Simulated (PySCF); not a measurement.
A structure optimised at PBE-D3(BJ)/def2-SVP, used in a PySCF frequency run:

```xyz
9

F      0.2620     2.4828     1.1033
C     -0.0880     1.7476     0.0000
F      0.2620     2.4828    -1.1033
C      0.6671     0.4570     0.0000
C      0.1059    -0.7685     0.0000
Cl    -1.6096    -1.0465     0.0000
Cl     1.0567    -2.2152     0.0000
H     -1.1910     1.6078     0.0000
H      1.7646     0.5354     0.0000
```
Charge 0, spin multiplicity 1.

Problem. Write its SMILES, formula and point group.

Solution. FC(F)C=C(Cl)Cl, C₃H₂Cl₂F₂, Cs

Problem. What are its rotational constants (standard atomic weights)?

Solution. 2.6541, 0.93173, 0.78926 GHz
